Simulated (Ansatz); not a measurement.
`C/C=C/[SiH2]N` at its PBE0-D4/def2-TZVP geometry, where that method's forces vanish. Total charge 0; spin multiplicity 1.

```json
{"atom": "C1", "x (Å)": "0.1752", "y (Å)": "2.2145", "z (Å)": "-1.3148"}
{"atom": "C2", "x (Å)": "0.4561", "y (Å)": "0.8654", "z (Å)": "-0.7497"}
{"atom": "C3", "x (Å)": "-0.0939", "y (Å)": "0.3486", "z (Å)": "0.3499"}
{"atom": "Si4", "x (Å)": "0.3347", "y (Å)": "-1.3391", "z (Å)": "0.9759"}
{"atom": "N5", "x (Å)": "-1.0889", "y (Å)": "-2.2948", "z (Å)": "1.1217"}
{"atom": "H6", "x (Å)": "-0.2020", "y (Å)": "2.1362", "z (Å)": "-2.3397"}
{"atom": "H7", "x (Å)": "1.0918", "y (Å)": "2.8112", "z (Å)": "-1.3676"}
{"atom": "H8", "x (Å)": "-0.5575", "y (Å)": "2.7572", "z (Å)": "-0.7153"}
{"atom": "H9", "x (Å)": "1.1824", "y (Å)": "0.2668", "z (Å)": "-1.3012"}
{"atom": "H10", "x (Å)": "-0.8217", "y (Å)": "0.9538", "z (Å)": "0.8915"}
{"atom": "H11", "x (Å)": "1.3773", "y (Å)": "-1.8683", "z (Å)": "0.0415"}
{"atom": "H12", "x (Å)": "0.9221", "y (Å)": "-1.3088", "z (Å)": "2.3442"}
{"atom": "H13", "x (Å)": "-1.0987", "y (Å)": "-3.0865", "z (Å)": "1.7437"}
{"atom": "H14", "x (Å)": "-1.6768", "y (Å)": "-2.4563", "z (Å)": "0.3199"}
```

Problem. For each bond, give half the difference of the two atoms' forces along it (eV/Å; positive pushes the atoms apart) under PBE-D4, r2SCAN-D4, B3LYP-D4, ωB97M-V in def2-TZVPP. (Estimate.)

Solution. Ansatz gave: 
```json
{"bond": "C1–C2", "length (Å)": "1.489", "PBE-D4": "-0.15", "r2SCAN-D4": "0.00", "B3LYP-D4": "0.16", "ωB97M-V": "0.29"}
{"bond": "C1–H6", "length (Å)": "1.095", "PBE-D4": "0.12", "r2SCAN-D4": "-0.02", "B3LYP-D4": "-0.06", "ωB97M-V": "-0.11"}
{"bond": "C1–H7", "length (Å)": "1.095", "PBE-D4": "0.12", "r2SCAN-D4": "-0.02", "B3LYP-D4": "-0.06", "ωB97M-V": "-0.11"}
{"bond": "C1–H8", "length (Å)": "1.091", "PBE-D4": "0.12", "r2SCAN-D4": "-0.03", "B3LYP-D4": "-0.05", "ωB97M-V": "-0.08"}
{"bond": "C2–C3", "length (Å)": "1.334", "PBE-D4": "0.37", "r2SCAN-D4": "0.21", "B3LYP-D4": "0.04", "ωB97M-V": "-0.09"}
{"bond": "C2–H9", "length (Å)": "1.091", "PBE-D4": "0.06", "r2SCAN-D4": "-0.05", "B3LYP-D4": "-0.11", "ωB97M-V": "-0.11"}
{"bond": "C3–Si4", "length (Å)": "1.850", "PBE-D4": "-0.15", "r2SCAN-D4": "-0.08", "B3LYP-D4": "0.04", "ωB97M-V": "0.08"}
{"bond": "C3–H10", "length (Å)": "1.091", "PBE-D4": "0.06", "r2SCAN-D4": "-0.02", "B3LYP-D4": "-0.08", "ωB97M-V": "-0.06"}
{"bond": "Si4–N5", "length (Å)": "1.721", "PBE-D4": "0.08", "r2SCAN-D4": "0.01", "B3LYP-D4": "0.11", "ωB97M-V": "0.11"}
{"bond": "Si4–H11", "length (Å)": "1.497", "PBE-D4": "0.04", "r2SCAN-D4": "-0.02", "B3LYP-D4": "-0.10", "ωB97M-V": "-0.14"}
{"bond": "Si4–H12", "length (Å)": "1.489", "PBE-D4": "0.06", "r2SCAN-D4": "-0.02", "B3LYP-D4": "-0.11", "ωB97M-V": "-0.16"}
{"bond": "N5–H13", "length (Å)": "1.007", "PBE-D4": "0.19", "r2SCAN-D4": "0.01", "B3LYP-D4": "-0.02", "ωB97M-V": "-0.03"}
{"bond": "N5–H14", "length (Å)": "1.007", "PBE-D4": "0.20", "r2SCAN-D4": "0.02", "B3LYP-D4": "-0.01", "ωB97M-V": "-0.03"}
```

B3LYP here is the variant with VWN-RPA as its local correlation; programs differ in this.
